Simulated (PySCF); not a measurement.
**Stationary points of ZrOBr**

All numbers come from PBE0 in PySCF with Zr def2-TZVP with ECP28, O def2-TZVP, Br def2-TZVP; scalar-relativistic core potentials, no spin–orbit coupling; density-fitted integrals.

Relaxations began from a few typed shapes; open shells are unrestricted. The search is not exhaustive: other isomers or separated fragments can lie lower, and high-lying points may rest on an excited occupation.

Question: Order these stationary points by electronic energy, lowest first, in kJ/mol from the lowest minimum.
A. doublet Cs: Zr–Br 2.510 Å, Zr–O 1.721 Å; Br–Zr–O 110.2°
B. doublet C∞v: Zr–Br 2.669 Å, Zr–O 1.743 Å; Br–Zr–O 180.0°

Answer: A (0.0), B (65.1).

Question: Which of them are minima?

Answer: By energy in kJ/mol, 0.0: minimum; 65.1: saddle point, 2 imaginary modes.

Formally Zr is in oxidation state +3, d1, with 1 unpaired electron. The Mulliken spin on Zr is 1.09. The polar-tensor charge on Zr, 1.49, is far below the formal one.

For the lowest minimum: with open d or f shells other occupations or spin states may lie lower.
